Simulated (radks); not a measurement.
Problem. Calculated with a radial shooting solver on a logarithmic mesh with Libxc functionals: scalar-relativistic Kohn-Sham, LDA (Slater exchange, Perdew-Wang correlation), spin-unpolarised, spherical densities, finite nucleus; Fermi nuclear charge, rms radius of each element as measured or else 0.836 A^(1/3) + 0.57 fm. Response by self-consistent Sternheimer equations with the Hartree and adiabatic LDA kernel, the relativistic mass of each level held fixed and spin-orbit coupling left out. Rank C, C2+, C+, C3+, C5+, C4+ (NIST ground configurations) by static dipole polarisability, largest first.

Solution. C 14.48, C+ 6.029, C2+ 4.249, C3+ 2.734, C4+ 0.009435, C5+ 0.003788 bohr^3.
